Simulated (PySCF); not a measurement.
CdFI, SMILES [F][Cd][I].

The structure is a stationary point at r2SCAN-D4/def2-TZVP. The def2 effective core potentials stand for the cores of Cd, I; spin–orbit coupling is left out.

Computed with TDA-PBE0/def2-SVPD (PySCF).

Vertical excitations; the highest root listed may be one member of a degenerate set.  State labels are in the subgroup C2v.

Computed UV-visible absorptions:
```json
[
 {"state": "S1", "symmetry": "B2", "energy (eV)": "4.37", "λ (nm)": "284", "f": "0.013", "main pairs": "HOMO→LUMO (degenerate set)"},
 {"state": "S2", "symmetry": "B1", "energy (eV)": "4.37", "λ (nm)": "284", "f": "0.013", "main pairs": "HOMO−1→LUMO (degenerate set)"},
 {"state": "S3", "symmetry": "A1", "energy (eV)": "6.10", "λ (nm)": "203", "f": "0.020", "main pairs": "HOMO−2→LUMO 43 %, HOMO−1→LUMO+1 28 %, HOMO→LUMO+2 28 %"},
 {"state": "S4", "symmetry": "A2", "energy (eV)": "6.11", "λ (nm)": "203", "f": "0.000", "main pairs": "HOMO→LUMO+1 50 %, HOMO−1→LUMO+2 50 %"},
 {"state": "S5", "symmetry": "A2", "energy (eV)": "6.13", "λ (nm)": "202", "f": "0.000", "main pairs": "HOMO−1→LUMO+2, HOMO→LUMO+1 (degenerate set)"},
 {"state": "S6", "symmetry": "A1", "energy (eV)": "6.13", "λ (nm)": "202", "f": "0.000", "main pairs": "HOMO→LUMO+2, HOMO−1→LUMO+1 (degenerate set)"},
 {"state": "S7", "symmetry": "B2", "energy (eV)": "6.13", "λ (nm)": "202", "f": "0.014", "main pairs": "HOMO−3→LUMO (degenerate set)"},
 {"state": "S8", "symmetry": "B1", "energy (eV)": "6.13", "λ (nm)": "202", "f": "0.014", "main pairs": "HOMO−4→LUMO (degenerate set)"},
 {"state": "S9", "symmetry": "A1", "energy (eV)": "7.39", "λ (nm)": "168", "f": "0.049", "main pairs": "HOMO−5→LUMO 73 %, HOMO−3→LUMO+2 12 %, HOMO−4→LUMO+1 12 %"},
 {"state": "S10", "symmetry": "B2", "energy (eV)": "7.69", "λ (nm)": "161", "f": "0.068", "main pairs": "HOMO→LUMO+3 81 %"},
 {"state": "T1", "symmetry": "B2", "energy (eV)": "4.00", "λ (nm)": "310", "f": "0", "main pairs": "HOMO→LUMO (degenerate set)"},
 {"state": "T2", "symmetry": "B1", "energy (eV)": "4.00", "λ (nm)": "310", "f": "0", "main pairs": "HOMO−1→LUMO (degenerate set)"},
 {"state": "T3", "symmetry": "A1", "energy (eV)": "5.26", "λ (nm)": "236", "f": "0", "main pairs": "HOMO−2→LUMO 90 %"},
 {"state": "T4", "symmetry": "B2", "energy (eV)": "5.73", "λ (nm)": "216", "f": "0", "main pairs": "HOMO−3→LUMO 98 %"}
]
```
Triplets are in the Tamm–Dancoff approximation.
